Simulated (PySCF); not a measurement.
**Basis and Hamiltonian dependence of the ionisation energy of Fe**

Fe [Ar] 3d6 4s2 (5D) → Fe⁺ [Ar] 3d6 4s1 (6D). All values are computed (PySCF 2.14, energy differences of UHF-based or UKS calculations, no spin-orbit coupling). Values in eV.

```
                                                               basis       Hamiltonian  functions    UHF    LDA   PBE0  MP2 (valence)  CCSD(T) (valence)  CCSD(T) (valence and next inner shell)
                                                              6-31G*  non-relativistic         34  6.264    n/a    n/a          6.947                n/a                                     n/a
                                                          cc-pVDZ-DK     spin-free X2C         43  6.440    n/a    n/a          7.395                n/a                                     n/a
                                                         x2c-TZVPall     spin-free X2C         48  6.438    n/a  7.660          7.345                n/a                                     n/a
                                                             pcseg-2  non-relativistic         56  6.370    n/a  7.534          7.348                n/a                                     n/a
                                                             cc-pVTZ  non-relativistic         68  6.363  8.033    n/a          7.355                n/a                                     n/a
   x2c-TZVPPall with one added diffuse shell each of s, p, d, f type     spin-free X2C         80  6.436  8.163  7.658          7.514              7.789                                   7.834
                                                          dyall-ae2z     spin-free X2C         92  6.433    n/a    n/a            n/a                n/a                                   7.788
                                                         aug-cc-pVTZ  non-relativistic         93  6.363  8.034  7.541          7.446              7.722                                     n/a
                                                      aug-cc-pVTZ-DK     spin-free X2C         93  6.432  8.142  7.635          7.539              7.815                                     n/a
                                                              ANO-R3     spin-free X2C         97  6.432  8.135  7.629          7.441                n/a                                     n/a
 aug-cc-pVTZ with one added diffuse shell each of s, p, d, f, g type  non-relativistic        118  6.363  8.034  7.542          7.467                n/a                                     n/a
x2c-QZVPPall with one added diffuse shell each of s, p, d, f, g type     spin-free X2C        128  6.430  8.131  7.627          7.558                n/a                                     n/a
                                                      aug-cc-pVQZ-DK     spin-free X2C        140  6.429  8.132  7.628          7.571                n/a                                     n/a
                                                       aug-cc-pwCVQZ  non-relativistic        185  6.361  8.026  7.536          7.483                n/a                                     n/a
```

Extrapolation of MP2 (valence) from aug-cc-pVTZ-DK and aug-cc-pVQZ-DK: the correlation parts are 1.107 and 1.141 eV; with the X⁻³ form and unrounded values, (4³ × 1.141 − 3³ × 1.107)/(4³ − 3³) = 1.166 eV, and adding the Hartree-Fock value 6.429 eV of the larger basis gives 7.596 eV.

Frozen in the all-electron rows: valence: [Ar]; valence and next inner shell: [Ne].

Non-relativistic rows lack the scalar-relativistic shift.

Reference for a calculation without spin-orbit coupling: 7.904 eV (measured, between term centres; NIST).
